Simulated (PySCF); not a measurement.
# Fractional electron number in Cl⁺ (chlorine, charge +1)

The 3p beta orbital of [Ne] 3s2 3p4 is emptied in steps (occupation f), with all orbitals relaxed, ending at [Ne] 3s2 3p3. All numbers are calculated (PySCF 2.14, no relativity, point nucleus, in def2-TZVPPD (6s6p4d1f, 51 functions)). The exact energy is a straight line in f; departures are measured from the line between the end points of the same method.

| f | UHF (eV) | LDA (eV) | PBE (eV) | PBE0 (eV) | r2SCAN (eV) | LC-wPBE (eV) | BHandHLYP (eV) | wB97X (eV) | TPSS (eV) | CAM-B3LYP (eV) |
| --- | --- | --- | --- | --- | --- | --- | --- | --- | --- | --- |
| 1 | 0.000 | 0.000 | 0.000 | 0.000 | 0.000 | 0.000 | 0.000 | 0.000 | 0.000 | 0.000 |
| 0.9 | 0.094 | -0.507 | -0.493 | -0.350 | -0.456 | -0.086 | -0.216 | -0.125 | -0.476 | -0.228 |
| 0.7 | 0.214 | -1.187 | -1.150 | -0.814 | -1.056 | -0.196 | -0.506 | -0.291 | -1.108 | -0.533 |
| 0.5 | 0.248 | -1.415 | -1.365 | -0.965 | -1.245 | -0.228 | -0.607 | -0.347 | -1.312 | -0.637 |
| 0.3 | 0.203 | -1.189 | -1.140 | -0.805 | -1.033 | -0.185 | -0.514 | -0.293 | -1.094 | -0.537 |
| 0.1 | 0.085 | -0.509 | -0.484 | -0.341 | -0.435 | -0.075 | -0.223 | -0.128 | -0.464 | -0.231 |
| 0 | 0.000 | 0.000 | 0.000 | 0.000 | 0.000 | 0.000 | 0.000 | 0.000 | 0.000 | 0.000 |

| method | E(f=0) − E(f=1) (eV) | −ε at f=1 (eV) | −ε at f=0.5 (eV) |
| --- | --- | --- | --- |
| UHF | 22.579 | 23.638 | 22.548 |
| LDA | 23.972 | 18.342 | 23.967 |
| PBE | 23.854 | 18.372 | 23.882 |
| PBE0 | 23.842 | 19.949 | 23.870 |
| r2SCAN | 23.808 | 18.725 | 23.875 |
| LC-wPBE | 24.005 | 23.045 | 24.040 |
| BHandHLYP | 23.793 | 21.403 | 23.771 |
| wB97X | 23.871 | 22.489 | 23.865 |
| TPSS | 23.905 | 18.609 | 23.946 |
| CAM-B3LYP | 23.975 | 21.450 | 23.964 |

Orbital energy along the path (eV):

```csv
f,UHF,LDA,PBE,PBE0,r2SCAN,LC-wPBE,BHandHLYP,wB97X,TPSS,CAM-B3LYP
1,-23.638,-18.342,-18.372,-19.949,-18.725,-23.045,-21.403,-22.489,-18.609,-21.450
0.9,-23.402,-19.454,-19.470,-20.734,-19.770,-23.249,-21.869,-22.763,-19.677,-21.947
0.7,-22.958,-21.700,-21.676,-22.306,-21.844,-23.652,-22.813,-23.315,-21.817,-22.951
0.5,-22.548,-23.967,-23.882,-23.870,-23.875,-24.040,-23.771,-23.865,-23.946,-23.964
0.3,-22.167,-26.239,-26.064,-25.410,-25.852,-24.395,-24.748,-24.413,-26.038,-24.986
0.1,-21.812,-28.499,-28.186,-26.897,-27.714,-24.696,-25.759,-24.992,-28.057,-26.022
0,-21.643,-29.617,-29.206,-27.609,-28.614,-24.815,-26.285,-25.317,-29.034,-26.551
```

Reference removal energy between the ground levels: 23.814 eV (measured; NIST Atomic Spectra Database, ionization energies). The calculation has no spin-orbit coupling. UHF lacks correlation.
